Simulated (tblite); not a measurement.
Species: C₄H₁₃GeNSi₂.
SMILES with atom numbers: `[CH3:1][C@@H:2]([GeH3:3])[C@H:4]([SiH3:5])[SiH2:6][C:7]#[N:8]` (hydrogens: H9, H10, H11 on C1; H12 on C2; H13, H14, H15 on Ge3; H16 on C4; H17, H18, H19 on Si5; H20, H21 on Si6)

Computed with GFN2-xTB (tblite), gas phase: L-BFGS steps from a force-field or distance-geometry start until the largest atomic force falls under 0.01 eV/Å.

Step 49: E = -637.4015 eV
```
atom  x, y, z in Å  |  force x, y, z in eV/Å
C1     -1.1447   -1.1450   -0.8021    0.014  -0.017   0.010
C2     -0.9768    0.3124   -0.3876   -0.021  -0.036   0.008
Ge3    -2.2814    0.7695    1.0476   -0.037   0.006  -0.037
C4      0.4616    0.6893    0.0073   -0.032  -0.013  -0.040
Si5     1.5588    0.8655   -1.5550    0.033  -0.021  -0.019
Si6     1.2236   -0.3925    1.3853   -0.027   0.040  -0.018
C7      2.5105   -1.5366    0.6567   -0.005  -0.034  -0.016
N8      3.3162   -2.2436    0.2520   -0.032   0.021  -0.013
H9     -0.4142   -1.4288   -1.5580   -0.029   0.021  -0.016
H10    -2.1437   -1.3059   -1.2098    0.034   0.020  -0.008
H11    -1.0258   -1.8160    0.0476    0.033   0.012   0.022
H12    -1.2527    0.9290   -1.2548   -0.001   0.004   0.044
H13    -3.7024    0.7325    0.5622    0.040  -0.011   0.014
H14    -2.0389    2.1502    1.5814    0.001   0.001   0.014
H15    -2.2052   -0.1716    2.2098   -0.014   0.010   0.026
H16     0.4089    1.7026    0.4312    0.002  -0.027   0.020
H17     1.6834   -0.4292   -2.2211    0.036   0.010  -0.025
H18     2.8764    1.3661   -1.1676   -0.012   0.002   0.018
H19     0.9030    1.8195   -2.4589    0.020  -0.024   0.030
H20     1.9577    0.4267    2.3576   -0.006   0.022  -0.016
H21     0.2768   -1.2772    2.0756    0.003   0.014   0.001
```

Step 50: E = -637.4022 eV
```
atom  x, y, z in Å  |  force x, y, z in eV/Å
C1     -1.1435   -1.1454   -0.8020    0.010  -0.041   0.011
C2     -0.9767    0.3115   -0.3877   -0.032  -0.037   0.001
Ge3    -2.2818    0.7700    1.0454   -0.021   0.002   0.005
C4      0.4609    0.6892    0.0061   -0.026  -0.022  -0.004
Si5     1.5594    0.8659   -1.5541    0.025  -0.016  -0.014
Si6     1.2216   -0.3917    1.3854    0.004   0.005  -0.019
C7      2.5098   -1.5368    0.6558   -0.034  -0.018  -0.011
N8      3.3118   -2.2450    0.2458   -0.032   0.025  -0.006
H9     -0.4164   -1.4270   -1.5621   -0.035   0.021  -0.016
H10    -2.1450   -1.3093   -1.2032    0.045   0.021  -0.008
H11    -1.0170   -1.8162    0.0469    0.030   0.009   0.021
H12    -1.2536    0.9263   -1.2549   -0.004   0.023   0.023
H13    -3.7026    0.7352    0.5629    0.023  -0.016   0.005
H14    -2.0381    2.1514    1.5782    0.002  -0.005   0.012
H15    -2.2048   -0.1707    2.2101   -0.017   0.026   0.009
H16     0.4073    1.7009    0.4326    0.004  -0.010   0.014
H17     1.6872   -0.4283   -2.2179    0.035  -0.011  -0.037
H18     2.8748    1.3681   -1.1666    0.012   0.011   0.028
H19     0.9047    1.8191   -2.4577    0.009  -0.013   0.016
H20     1.9572    0.4261    2.3581   -0.008   0.024  -0.019
H21     0.2759   -1.2765    2.0784    0.009   0.021  -0.009
```

**Question.** Estimate the geometry and energy of step 51. (The exact step hangs on the optimiser's Hessian estimate; all steps are aligned on step 50, rigid shifts and turns removed.)

**Answer.** E = -637.4029 eV, largest force 0.063 eV/Å
```
atom  x, y, z in Å  |  force x, y, z in eV/Å
C1     -1.1425   -1.1461   -0.8019    0.008  -0.037   0.012
C2     -0.9775    0.3102   -0.3875   -0.029  -0.024  -0.004
Ge3    -2.2825    0.7701    1.0443    0.005  -0.003   0.044
C4      0.4596    0.6886    0.0044   -0.011  -0.024   0.025
Si5     1.5605    0.8653   -1.5538    0.013  -0.014  -0.001
Si6     1.2199   -0.3906    1.3850    0.029  -0.025  -0.013
C7      2.5087   -1.5371    0.6551   -0.056  -0.004  -0.008
N8      3.3079   -2.2455    0.2403   -0.030   0.026   0.000
H9     -0.4184   -1.4249   -1.5653   -0.023   0.015  -0.023
H10    -2.1448   -1.3113   -1.1993    0.028   0.012  -0.011
H11    -1.0104   -1.8159    0.0464    0.028  -0.005   0.025
H12    -1.2549    0.9248   -1.2537   -0.010   0.034   0.001
H13    -3.7020    0.7367    0.5639   -0.003  -0.019  -0.006
H14    -2.0377    2.1522    1.5761    0.002  -0.011   0.010
H15    -2.2043   -0.1701    2.2109   -0.021   0.038  -0.005
H16     0.4063    1.6991    0.4335    0.002   0.001   0.003
H17     1.6915   -0.4281   -2.2164    0.034  -0.026  -0.046
H18     2.8738    1.3688   -1.1650    0.030   0.017   0.036
H19     0.9069    1.8187   -2.4563   -0.001  -0.003   0.000
H20     1.9559    0.4268    2.3577   -0.008   0.025  -0.023
H21     0.2751   -1.2749    2.0810    0.013   0.026  -0.016
```

The energy changes by -0.0007 eV. The first-order estimate −F·Δx gives -0.0009 eV and the mean of the old and new forces, exact on a quadratic surface, -0.0007 eV. The step makes an angle of 67° with the force vector and moves no atom by more than 0.007 Å.

The cost below is that of the whole relaxation. Time: 1.4 s. Hardware: one thread, Arm Neoverse V2 (aarch64), no GPU, on a shared host.
